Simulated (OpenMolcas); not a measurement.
Rh7+: effect of the basis set

```json
{"Program": "OpenMolcas", "Method": "SS-RASPT2, IPEA 0.25 Eh, imaginary shift 0.1 Eh (closed shells correlated: 4s)", "Active space": "8 electrons in 8 orbitals (RAS1 4p, at most 2 holes; RAS2 4d)", "State averaging": "2S+1 = 3 even, 10 roots; 2S+1 = 1 even, 15 roots", "Spin-orbit coupling": "RASSI with atomic mean-field integrals over the reference wave functions, term energies averaged over their components"}
```

A. ANO-R2 [7s5p4d2f1g], X2C, finite nucleus; CASPT2 step of the order of 12 core-seconds
B. ANO-RCC-VTZP [7s6p4d2f1g], DKH2, point nucleus; CASPT2 step of the order of 10 core-seconds
C. ANO-RCC-VQZP [8s7p5d3f2g1h], DKH2, point nucleus; CASPT2 step about 17 core-seconds

Energies in cm-1 above 4d2 3F2.

```
         Level      A      B      C
       4d2 3F2    0.0    0.0    0.0
       4d2 3F3   3650   3670   3500
       4d2 3F4   7450   7500   7180
4d2 1D2 [66 %]  15210  15210  15260
       4d2 3P0  15790  15790  15990
       4d2 3P1  17440  17450  17560
4d2 3P2 [69 %]  21380  21420  21310
       4d2 1G4  24310  24310  24150
       4d2 1S0  53600  53600  53860
```

Among A to C the level of the table that moves most is 4d2 3F4, by 330 cm-1 (lowest in C, highest in B). Moves below CASPT2's spread within the term are not significant.

CASPT2 breaks the degeneracy within a term, and the mean is taken; among the terms shown or strongly mixed into the levels shown the widest spread is 460 cm-1 (4d2 1G, A). Active for correlation alone: 4p; no level in the range computed is led by a configuration that opens it, so any true level of that kind is missing. Levels of configurations outside the active space are missing.

A share in square brackets marks a mixed level and gives the weight of the term that names it, the lowest over the columns.
